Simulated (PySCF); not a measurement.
SnF₃Cl, SMILES [F][Sn]([F])([Cl])[F].

Geometry optimised at B3LYP-D3(BJ)/def2-SVP. The def2 effective core potentials stand for the cores of Sn; spin–orbit coupling is left out.

Method: M06-2X/def2-TZVP (PySCF).

Gas-phase values at a fixed geometry.

```json
{
 "total_energy": "-974.14214 hartree",
 "point_group": "C3v",
 "highest_occupied_level": "-12.05 eV",
 "lowest_empty_level": "-2.77 eV",
 "orbital_gap": "9.28 eV",
 "dipole_moment": "1.62 D",
 "quadrupole, principal values (traceless, Buckingham form, about the centre of nuclear charge)": "-1.64, -1.64, 3.27 D·Å",
 "mean_static_polarisability": "42.6 bohr³ (6.31 Å³)",
 "polarisability_principal_values": "37.6, 37.6, 52.7 bohr³"
}
```
